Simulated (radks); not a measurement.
Question: Species: Kr3+. Configuration: [Ar] 3d10 4s2 4p3. Method: Dirac Kohn-Sham, LDA (Slater exchange, VWN5 correlation), spin-unpolarised, spherical densities, finite nucleus; open shells fill j = l - 1/2 first; Fermi nuclear charge, rms radius 4.1884 fm; computed with a radial shooting solver on a logarithmic mesh with Libxc functionals.

Spin-orbit splittings of the eigenvalues, e(l+1/2) - e(l-1/2), with zeta = 2 splitting/(2l+1) and mean radii in bohr:

| shell | occ. | splitting (eV) | zeta (eV) | <r> j=l-1/2 | <r> j=l+1/2 |
|---|---|---|---|---|---|
| 2p | 6 | 53.74 | 35.83 | 0.1574 | 0.1614 |
| 3p | 6 | 7.940 | 5.293 | 0.5336 | 0.5441 |
| 3d | 10 | 1.311 | 0.5246 | 0.5516 | 0.5555 |
| 4p | 3 | 0.9115 | 0.6077 | 1.643 | 1.670 |
| 4d | 0 | 0.08650 | 0.03460 | 2.312 | 2.321 |
| 4f | 0 | 0.0006060 | 0.0001731 | 4.304 | 4.305 |
| 5p | 0 | ? | ? | 3.821 | 3.868 |

Estimate the 5p splitting.

Answer: 0.2131 eV (zeta = 0.1421 eV).
